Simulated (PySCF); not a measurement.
PySCF 2.14 output of a UHF calculation on a single atom or ion in jorge-DZP-DKH (8s6p2d1f, 43 functions), with scalar relativity by spin-free X2C-1e:

```
SCF conv_tol = 1e-09
number electrons alpha = 15  beta = 11
cycle= 1 E= -1271.29410637272  delta_E= -0.0032  |g|= 0.018  |ddm|= 0.0399
cycle= 2 E= -1271.29416448463  delta_E= -5.81e-05  |g|= 0.00304  |ddm|= 0.00611
cycle= 3 E= -1271.29416749177  delta_E= -3.01e-06  |g|= 0.000738  |ddm|= 0.00244
cycle= 4 E= -1271.2941677784  delta_E= -2.87e-07  |g|= 0.000352  |ddm|= 0.000805
cycle= 5 E= -1271.29416790422  delta_E= -1.26e-07  |g|= 7.9e-05  |ddm|= 0.00071
cycle= 6 E= -1271.29416792282  delta_E= -1.86e-08  |g|= 2.95e-05  |ddm|= 0.000297
cycle= 7 E= -1271.29416792671  delta_E= -3.89e-09  |g|= 1.03e-05  |ddm|= 0.000147
cycle= 8 E= -1271.29416792711  delta_E= -4.03e-10  |g|= 1.34e-06  |ddm|= 5.37e-05
converged SCF energy = -1271.29416792711  <S^2> = 6.014993  2S+1 = 5.0059936
```

The run itself started from symmetry-adapted Hartree-Fock orbitals and held the occupation by maximum overlap, so the iterations belong to that start.

**Question.** Which element, charge and spin multiplicity is this?

**Answer.** Fe (iron, neutral), multiplicity 5; the state was [Ar] 3d6 4s2, high-spin 5D determinant.
